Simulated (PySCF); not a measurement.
2-ethenoxypropane (C₅H₁₀O), SMILES C=COC(C)C.

Coordinates come from a B3LYP-D3(BJ)/def2-SVP optimisation. The values are those of a single conformer.

Computed with TDA-ωB97X/def2-SVPD (PySCF 2.14.0).

Vertical excitations. Gas-phase values at a fixed geometry.

```
state  energy (eV)  λ (nm)      f                                                           main pairs
-----  -----------  ------  -----  -------------------------------------------------------------------
S1            6.91     179  0.085                   HOMO→LUMO 51 %, HOMO→LUMO+2 27 %, HOMO→LUMO+1 10 %
S2            7.15     173  0.497                                                     HOMO→LUMO+1 76 %
S3            7.61     163  0.017                                                     HOMO→LUMO+3 80 %
S4            8.00     155  0.005  HOMO→LUMO+2 37 %, HOMO→LUMO 27 %, HOMO→LUMO+6 12 %, HOMO→LUMO+7 7 %
S5            8.42     147  0.006                                   HOMO→LUMO+4 57 %, HOMO→LUMO+7 11 %
S6            8.64     144  0.018                               HOMO−1→LUMO+1 55 %, HOMO−3→LUMO+1 20 %
T1            4.22     294      0                                                     HOMO→LUMO+1 83 %
T2            6.94     179      0                                     HOMO→LUMO 52 %, HOMO→LUMO+2 32 %
```
Triplets are in the Tamm–Dancoff approximation.
